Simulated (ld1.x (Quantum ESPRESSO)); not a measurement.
# Building the TM potential for P (LDA (PZ), scalar-relativistic).

ld1.x (Quantum ESPRESSO) 7.5 was run on this input:

```
&input
   title='P', zed=15., rel=1, dft='PZ', iswitch=3,
   config='[Ne] 3s2 3p3 3d-2',
   nld=3, rlderiv=1.40, eminld=-3.0, emaxld=5.0, deld=0.02
 /
 &inputp
   pseudotype=2, tm=.true., lloc=2,
   nlcc=.false.,
   file_pseudopw='P.UPF', file_wfcaegen='ae.wfc', file_wfcncgen='nc.wfc', file_beta='beta', file_chi='chi'
 /
3
3S  1  0   2.00   0.00  1.20  1.20  0.0
3P  2  1   3.00   0.00  1.30  1.30  0.0
3D  3  2  -2.00  -0.10  1.05  1.05  0.0
 &test
   configts(1)='3s2 3p3'
 /
```

Command:

```bash
ld1.x < P.in > P.out
```

The program printed (shortened: banner, matrices, multipoles, cross overlaps and the repeated all-electron block are left out):

```
Program LD1 v.7.5
     --------------------------- All-electron run ----------------------------

     P
     scalar relativistic calculation

     atomic number is 15.00
     dft =PZ   lsd =0 sic =0 latt =0  beta=0.20 tr2=1.0E-14
     Exchange-correlation= PZ
                           (   1   1   0   0   0   0   0)
     mesh =1147 r(mesh) = 101.18493 a.u. xmin = -7.00 dx = 0.01250
     1 Ry =  13.60569312 eV, c = 137.03599908

     n l     nl                  e(Ry)          e(Ha)          e(eV)
     1 0     1S 1( 2.00)      -152.5886       -76.2943     -2076.0737
     2 0     2S 1( 2.00)       -12.7258        -6.3629      -173.1430
     2 1     2P 1( 6.00)        -9.1517        -4.5758      -124.5148
     3 0     3S 1( 2.00)        -1.0305        -0.5153       -14.0211
     3 1     3P 1( 3.00)        -0.4118        -0.2059        -5.6027

     final scf error:  8.3E-15 reached in  24 iterations

     Etot =    -681.573995 Ry,    -340.786998 Ha,   -9273.286620 eV

     Ekin =     683.095653 Ry,     341.547827 Ha,    9293.989829 eV
     Encl =   -1627.779203 Ry,    -813.889602 Ha,  -22147.064314 eV
     Eh   =     306.786442 Ry,     153.393221 Ha,    4174.042178 eV
     Exc  =     -43.676886 Ry,     -21.838443 Ha,    -594.254312 eV

     normalization and overlap integrals

     s(1S/1S) =  1.000000  <r> =   0.1039  <r2> =    0.0145  r(max) =   0.0675
     s(2S/2S) =  1.000000  <r> =   0.5220  <r2> =    0.3251  r(max) =   0.4187
     s(2P/2P) =  1.000000  <r> =   0.4863  <r2> =    0.2972  r(max) =   0.3515
     s(3S/3S) =  1.000000  <r> =   1.8935  <r2> =    4.1843  r(max) =   1.5557
     s(3P/3P) =  1.000000  <r> =   2.3728  <r2> =    6.7910  r(max) =   1.8302

     ------------------------ End of All-electron run ------------------------

     --------------------- Generating NC pseudopotential ---------------------

      Generating local pot.: lloc=2, matching radius rcloc =   1.0500

      Wfc   3S  rcut= 1.212  Using Troullier-Martins method

      Wfc   3P  rcut= 1.306  Using Troullier-Martins method

     ------------------- End of pseudopotential generation -------------------

     Computing logarithmic derivative in   1.39895
     Computing logarithmic derivative in   1.39895
     Computing the partial wave expansion
     R is outside the sphere for l=    0 j= 0.00
     R is outside the sphere for l=    1 j= 0.00
       no projector for channel:   2

     ---------------------- Testing the pseudopotential ----------------------

     P
     scalar relativistic calculation

     atomic number is 15.00   valence charge is  5.00
     dft =PZ   lsd =0 sic =0 latt =0  beta=0.20 tr2=1.0E-14
     mesh =1147 r(mesh) = 101.18493 xmin = -7.00 dx = 0.01250

     n l     nl             e AE (Ry)        e PS (Ry)    De AE-PS (Ry)
     1 0     3S   1( 2.00)       -1.03053       -1.03053       -0.00000
     2 1     3P   1( 3.00)       -0.41179       -0.41178       -0.00001

     eps = 9.4E-15  iter =  4

     Etot =    -681.573995 Ry,    -340.786998 Ha,   -9273.286620 eV
     Etotps =   -12.824303 Ry,      -6.412152 Ha,    -174.483534 eV

     Ekin =       4.586050 Ry,       2.293025 Ha,      62.396393 eV
     Encl =     -28.594477 Ry,     -14.297239 Ha,    -389.047680 eV
     Ehrt =      10.406745 Ry,       5.203372 Ha,     141.590976 eV
     Ecxc =      -2.889148 Ry,      -1.444574 Ha,     -39.308854 eV
     Epseu=       3.666526 Ry,       1.833263 Ha,      49.885631 eV

     ---------------------- End of pseudopotential test ----------------------
```

Note: ghost state, extra bound levels that the all-electron valence spectrum of the same l lacks: s at -42.7 eV. A true bound ghost makes a file unfit for plane-wave use.

Generation and configuration tests took about 0.81 s on one core of a shared server CPU.

Transferability test of the new file with ld1.x, input:

```
&input
   title='P', zed=15., rel=1, dft='PZ', iswitch=2,
   config='[Ne] 3s2 3p3 3d-2'
 /
 &test
   file_pseudo='P.UPF', nconf=10,
   configts(1)='3s2 3p3',
   configts(2)='3s2 3p2',
   configts(3)='3s2 3p1',
   configts(4)='3s2 3p0',
   configts(5)='3s2 3p3.3',
   configts(6)='3s0 3p5',
   configts(7)='3s2 3p2.5',
   configts(8)='3s1 3p3',
   configts(9)='3s2 3p3', lsdts(9)=1,
   configts(10)='3s2 3p2', lsdts(10)=1
 /
```

```bash
ld1.x < P.test.in > P.test.out
```

Pseudopotential blocks of its output, shortened (energy terms left out):

```
     ---------------------- Testing the pseudopotential ----------------------

     n l     nl             e AE (Ry)        e PS (Ry)    De AE-PS (Ry)
     1 0     3S   1( 2.00)       -1.03053       -1.03053       -0.00000
     2 1     3P   1( 3.00)       -0.41179       -0.41178       -0.00001

     eps = 4.5E-16  iter =  4

     Etot =    -681.573995 Ry,    -340.786998 Ha,   -9273.286620 eV
     Etotps =   -12.824303 Ry,      -6.412151 Ha,    -174.483526 eV

     ---------------------- End of pseudopotential test ----------------------

          ---------------------- Testing the pseudopotential ----------------------

     n l     nl             e AE (Ry)        e PS (Ry)    De AE-PS (Ry)
     1 0     3S   1( 2.00)       -1.71439       -1.71330       -0.00109
     2 1     3P   1( 2.00)       -1.05150       -1.05086       -0.00064

     eps = 2.8E-15  iter = 13

     Etot =    -680.852182 Ry,    -340.426091 Ha,   -9263.465844 eV
     Etotps =   -12.102711 Ry,      -6.051355 Ha,    -164.665767 eV
     dEtot_ae =       0.721814 Ry
     dEtot_ps =       0.721592 Ry,   Delta E=       0.000222 Ry

     ---------------------- End of pseudopotential test ----------------------

          ---------------------- Testing the pseudopotential ----------------------

     n l     nl             e AE (Ry)        e PS (Ry)    De AE-PS (Ry)
     1 0     3S   1( 2.00)       -2.50017       -2.49617       -0.00400
     2 1     3P   1( 1.00)       -1.79307       -1.79099       -0.00208

     eps = 8.6E-15  iter = 11

     Etot =    -679.437371 Ry,    -339.718686 Ha,   -9244.216371 eV
     Etotps =   -10.689100 Ry,      -5.344550 Ha,    -145.432612 eV
     dEtot_ae =       2.136624 Ry
     dEtot_ps =       2.135203 Ry,   Delta E=       0.001421 Ry

     ---------------------- End of pseudopotential test ----------------------

          ---------------------- Testing the pseudopotential ----------------------

     n l     nl             e AE (Ry)        e PS (Ry)    De AE-PS (Ry)
     1 0     3S   1( 2.00)       -3.36238       -3.35192       -0.01047  !
     2 1     3P   1( 0.00)       -2.61283       -2.60791       -0.00492

     eps = 6.9E-15  iter =  7

     Etot =    -677.240161 Ry,    -338.620080 Ha,   -9214.321795 eV
     Etotps =    -8.495088 Ry,      -4.247544 Ha,    -115.581566 eV
     dEtot_ae =       4.333835 Ry
     dEtot_ps =       4.329214 Ry,   Delta E=       0.004620 Ry

     ---------------------- End of pseudopotential test ----------------------

          ---------------------- Testing the pseudopotential ----------------------

     n l     nl             e AE (Ry)        e PS (Ry)    De AE-PS (Ry)
     1 0     3S   1( 2.00)       -0.85164       -0.85175        0.00011
     2 1     3P   1( 3.30)       -0.24540       -0.24545        0.00006

     eps = 6.4E-16  iter =  8

     Etot =    -681.672217 Ry,    -340.836109 Ha,   -9274.623002 eV
     Etotps =   -12.922540 Ry,      -6.461270 Ha,    -175.820112 eV
     dEtot_ae =      -0.098222 Ry
     dEtot_ps =      -0.098237 Ry,   Delta E=       0.000015 Ry

     ---------------------- End of pseudopotential test ----------------------

          ---------------------- Testing the pseudopotential ----------------------

     n l     nl             e AE (Ry)        e PS (Ry)    De AE-PS (Ry)
     1 0     3S   1( 0.00)       -1.12997       -1.12735       -0.00262
     2 1     3P   1( 5.00)       -0.48998       -0.48906       -0.00092

     eps = 2.4E-15  iter = 11

     Etot =    -680.314501 Ry,    -340.157251 Ha,   -9256.150329 eV
     Etotps =   -11.566277 Ry,      -5.783138 Ha,    -157.367215 eV
     dEtot_ae =       1.259494 Ry
     dEtot_ps =       1.258026 Ry,   Delta E=       0.001469 Ry

     ---------------------- End of pseudopotential test ----------------------

          ---------------------- Testing the pseudopotential ----------------------

     n l     nl             e AE (Ry)        e PS (Ry)    De AE-PS (Ry)
     1 0     3S   1( 2.00)       -1.35757       -1.35719       -0.00038
     2 1     3P   1( 2.50)       -0.71699       -0.71675       -0.00024

     eps = 1.4E-15  iter =  9

     Etot =    -681.293153 Ry,    -340.646577 Ha,   -9269.465571 eV
     Etotps =   -12.543499 Ry,      -6.271749 Ha,    -170.662991 eV
     dEtot_ae =       0.280842 Ry
     dEtot_ps =       0.280804 Ry,   Delta E=       0.000038 Ry

     ---------------------- End of pseudopotential test ----------------------

          ---------------------- Testing the pseudopotential ----------------------

     n l     nl             e AE (Ry)        e PS (Ry)    De AE-PS (Ry)
     1 0     3S   1( 1.00)       -1.76527       -1.76207       -0.00320
     2 1     3P   1( 3.00)       -1.09460       -1.09291       -0.00169

     eps = 1.9E-15  iter =  9

     Etot =    -680.185369 Ry,    -340.092684 Ha,   -9254.393396 eV
     Etotps =   -11.436846 Ry,      -5.718423 Ha,    -155.606221 eV
     dEtot_ae =       1.388626 Ry
     dEtot_ps =       1.387456 Ry,   Delta E=       0.001170 Ry

     ---------------------- End of pseudopotential test ----------------------

          ---------------------- Testing the pseudopotential ----------------------

     n l     nl             e AE (Ry)        e PS (Ry)    De AE-PS (Ry)
     1 0     3S   1( 1.00)       -1.08304       -1.08763        0.00459
     2 1     3P   1( 3.00)       -0.45936       -0.46143        0.00207
     1 0     3S   2( 1.00)       -0.91190       -0.89650       -0.01541  !
     2 1     3P   2( 0.00)       -0.30668       -0.29770       -0.00898  !

     eps = 3.2E-15  iter = 14

     Etot =    -681.684973 Ry,    -340.842487 Ha,   -9274.796550 eV
     Etotps =   -12.943750 Ry,      -6.471875 Ha,    -176.108688 eV
     dEtot_ae =      -0.110978 Ry
     dEtot_ps =      -0.119447 Ry,   Delta E=       0.008469 Ry

     ---------------------- End of pseudopotential test ----------------------

          ---------------------- Testing the pseudopotential ----------------------

     n l     nl             e AE (Ry)        e PS (Ry)    De AE-PS (Ry)
     1 0     3S   1( 1.00)       -1.76627       -1.77058        0.00431
     2 1     3P   1( 2.00)       -1.09958       -1.10224        0.00266
     1 0     3S   2( 1.00)       -1.62942       -1.61605       -0.01337  !
     2 1     3P   2( 0.00)       -0.97279       -0.96390       -0.00890  !

     eps = 9.4E-15  iter = 14

     Etot =    -680.914121 Ry,    -340.457061 Ha,   -9264.308578 eV
     Etotps =   -12.170370 Ry,      -6.085185 Ha,    -165.586313 eV
     dEtot_ae =       0.659874 Ry
     dEtot_ps =       0.653933 Ry,   Delta E=       0.005941 Ry

     ---------------------- End of pseudopotential test ----------------------
```
